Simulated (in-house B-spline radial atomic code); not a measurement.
P⁴⁺. Computed with a B-spline radial atomic code. Model: all-electron spherical atom, spin shells full or empty, radial basis limit, no spin-orbit coupling, Breit or QED, empty-state partial waves extrapolated as (l+1/2)^-4, RPA, G0W0 and static COHSEX of the highest shell as one setting changes (uncorrelated shells keep exact exchange).

In a row where one electron alone is correlated, RPA and GW hold only self-correlation.

Given: element P; charge 4; filled core Ne; hamiltonian non-relativistic; mean-field start r2SCAN; highest l of empty states 9; highest mean-field shell 3s up.

Shell: 3s 1 0 (electrons up and down).

| lowest nl shells left uncorrelated | RPA correlation energy (hartree) | G0W0 level (eV) | G0W0 minus most complete (meV) | COHSEX level (eV) |
| --- | --- | --- | --- | --- |
| 0 | -0.64908 | -65.899 | 0 | -67.658 |
| 1 | ? | ? | ? | ? |
| 2 | ? | ? | ? | ? |
| 3 | -0.028914 | -65.553 | 346.1 | -67.146 |

Task: What follows for lowest nl shells left uncorrelated = 1?

Result: RPA correlation energy -0.52317 hartree; G0W0 level -65.895 eV; G0W0 minus most complete 3.9 meV; COHSEX level -67.647 eV.

Task: What follows for lowest nl shells left uncorrelated = 2?

Result: RPA correlation energy -0.3773 hartree; G0W0 level -65.942 eV; G0W0 minus most complete -42.4 meV; COHSEX level -67.721 eV.
